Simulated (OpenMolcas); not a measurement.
**3s2 3p2 along the 14-electron sequence**

| Quantity | Value |
| --- | --- |
| Program | OpenMolcas |
| Method | SS-CASPT2, IPEA 0.25 Eh, imaginary shift 0.1 Eh |
| Basis | ANO-RCC-VTZP |
| Scalar Hamiltonian | DKH2, point nucleus |
| Spin-orbit coupling | RASSI with atomic mean-field integrals over the reference wave functions, term energies averaged over their components |

Active space for each ion: 2 electrons in 3 orbitals (3p); closed shells correlated by CASPT2: 2s 2p 3s.

Computed levels in cm-1 above 3P0:

| Level | Si | P+ | S2+ | Cl3+ |
| --- | --- | --- | --- | --- |
| 3P1 | 67.6 | 146 | 272 | 461 |
| 3P2 | 197 | 421 | 769 | 1274 |
| 1D2 | 6350 | 8920 | 11430 | 13890 |
| 1S0 | 15440 | 21950 | 27780 | 33280 |
| weight of 3P in the lowest level (%) | 100 | 100 | 100 | 100 |

Measured, with the error of the calculation in %. Measured levels: Si, P+ from NIST Handbook of Basic Atomic Spectroscopic Data; S2+ from NIST levels in Podobedova, Kelleher and Wiese, J. Phys. Chem. Ref. Data 38, 171 (2009); Cl3+ from Moore, Atomic Energy Levels, vol. I, NSRDS-NBS 35 (1971 reprint of NBS Circular 467, 1949).

```
Level            Si            P+           S2+          Cl3+
  3P1  77.1 (-12.4)   165 (-11.3)    299 (-8.8)    491 (-6.0)
  3P2   223 (-11.7)   469 (-10.3)    833 (-7.7)   1341 (-5.0)
  1D2   6299 (+0.7)   8882 (+0.5)  11323 (+0.9)  13766 (+0.9)
  1S0  15394 (+0.3)  21576 (+1.7)  27161 (+2.3)  32550 (+2.2)
```

The fine-structure level 3P2 changes by a factor of 6.47 from Si to Cl3+. Its fourth root runs 3.75, 4.53, 5.27, 5.97, with steps per unit of Z of 0.78, 0.74, 0.71; equal steps would mean a (Z - σ)^4 law with constant σ.

1D2 changes by a factor of 2.19 over the same range, with steps per unit of Z of +2570, +2510, +2460 cm-1.

Term energies are means over components that CASPT2 splits; among the terms shown or strongly mixed into the levels shown the widest spread is 120 cm-1 (3s2 3p2 1D, S2+). With the s shell closed, the reference lacks s² → p² mixing. Computed and measured levels are paired by configuration, term and J; levels that our copy of the source lacks, or whose pairing is in doubt (as where it misses far off the trend of its configuration), stay unpaired and out of the deviations. Levels of configurations outside the active space are missing.
